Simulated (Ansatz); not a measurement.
Geometry optimisation, RKS r2SCAN-D4/STO-3G (Ansatz 0.2.0).

Input:

```yaml
crystal:
  periodic: [false, false, false]
  atoms:
    - { symbol: Si, position_ang: [0.0, 0.0, 0.0] }
    - { symbol: C, position_ang: [0.0, 0.0, 1.87] }
    - { symbol: H, position_ang: [-0.9996, -0.3092, 2.2405] }
    - { symbol: H, position_ang: [0.7676, -0.7111, 2.2405] }
    - { symbol: H, position_ang: [0.232, 1.0203, 2.2405] }
    - { symbol: O, position_ang: [1.5842, 0.0, -0.5594] }
    - { symbol: C, position_ang: [2.3503, -1.1632, -0.836] }
    - { symbol: H, position_ang: [1.7187, -1.9052, -1.3675] }
    - { symbol: H, position_ang: [3.2179, -0.8926, -1.4733] }
    - { symbol: H, position_ang: [2.7141, -1.6023, 0.1163] }
    - { symbol: O, position_ang: [-0.7913, 1.3709, -0.5594] }
    - { symbol: C, position_ang: [-2.1512, 1.4177, -0.9653] }
    - { symbol: H, position_ang: [-2.7687, 0.8215, -0.2614] }
    - { symbol: H, position_ang: [-2.5023, 2.4707, -0.9639] }
    - { symbol: H, position_ang: [-2.2473, 0.9975, -1.9882] }
    - { symbol: Si, position_ang: [-1.0456, -1.8115, -0.7393] }
    - { symbol: H, position_ang: [-1.7029, -2.4846, 0.3772] }
    - { symbol: H, position_ang: [-2.0454, -1.4265, -1.7311] }
    - { symbol: H, position_ang: [-0.0777, -2.7173, -1.3511] }
basis:
  gaussian: { orbitals: STO-3G }
hamiltonian:
  xc: r2scan
  dispersion: d4
relax:
  f_tol: 0.02
  max_steps: 40
```

Run as:

```bash
$ ansatz run input.yaml --threads 1 --pin off --max-ram 2048MiB --backend cpu --events-out ev --progress --plain --runs-dir out
```

Where does it end, and by what steps?

The forces met the threshold. The force dipped under the threshold on the way, but the program's further checks kept it going. Limits of this set-up: minimal basis. After 17 steps the energy has fallen by 0.857 eV; H15 moved furthest, 1.14 Å.

```
step  energy less start (eV)  largest force component (eV/Å)  accepted
   0                  0.0000                           2.723       yes
   1                 -0.5931                           1.064       yes
   2                 -0.6959                           0.478       yes
   3                 -0.7473                           0.287       yes
   4                 -0.7591                           0.734       yes
   5                 -0.7799                           0.220       yes
   6                 -0.7821                           0.596       yes
   7                 -0.7995                           0.461       yes
   8                 -0.8267                           0.067       yes
   9                 -0.8343                           0.419       yes
  10                 -0.8451                           0.189       yes
  11                 -0.8496                           0.088       yes
  12                 -0.8548                           0.047       yes
  13                 -0.8547                           0.055        no
  14                 -0.8550                           0.013       yes
  15                 -0.8559                           0.078       yes
  16                 -0.8564                           0.052       yes
  17                 -0.8565                           0.016       yes
```

```xyz
19
Properties=species:S:1:pos:R:3
Si -0.049 -0.098 -0.337
C 0.061 -0.097 1.550
H -0.929 0.036 1.999
H 0.466 -1.042 1.928
H 0.704 0.714 1.911
O 1.513 0.101 -1.039
C 2.418 -0.955 -0.605
H 2.083 -1.978 -0.892
H 3.393 -0.775 -1.100
H 2.600 -0.964 0.494
O -0.735 1.376 -0.911
C -2.153 1.446 -0.590
H -2.367 1.447 0.504
H -2.537 2.401 -1.000
H -2.755 0.624 -1.041
Si -1.171 -1.964 -1.033
H -2.295 -2.238 -0.164
H -1.677 -1.826 -2.380
H -0.318 -3.131 -1.005
```

Whether the end is a true minimum wasn't checked by a vibrational analysis.

The run took 80 s on 1 thread of Intel(R) Xeon(R) 6975P-C (Granite Rapids) (shared host), peak memory 0.2 GiB.
